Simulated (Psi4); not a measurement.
## Nuclear repulsion and electron count by hand

System: H$_{2}$N (SMILES [NH2]), doublet, geometry from GFN2-xTB. Level: BLYP/6-31G** (Psi4 1.11). Sums are taken with unrounded values, so a last digit can differ.

Coordinates (Å):

```
atom         x         y         z
----  --------  --------  --------
N1     0.00670   0.12471   0.03430
H2    -0.85215  -0.39082  -0.12434
H3     0.80527  -0.48217  -0.11578
```

Question: Work out the nuclear repulsion energy and the numbers of alpha and beta electrons.

Answer: In atomic units each pair adds Z_i Z_j / r_ij, with r in bohr (1 bohr = 0.529177 Å).
| pair | r (Å) | r (bohr) | Z_i Z_j | term (Eh) |
|---|---|---|---|---|
| N1-H2 | 1.0142 | 1.9165 | 7 | 3.6524 |
| N1-H3 | 1.0142 | 1.9165 | 7 | 3.6524 |
| H2-H3 | 1.6600 | 3.1369 | 1 | 0.3188 |
The sum is 7.6237 Eh; Psi4 gives 7.6237 Eh. The atomic numbers add up to 9, so at charge +0 there are 9 electrons; multiplicity 2 means 1 unpaired, so 5 alpha and 4 beta.
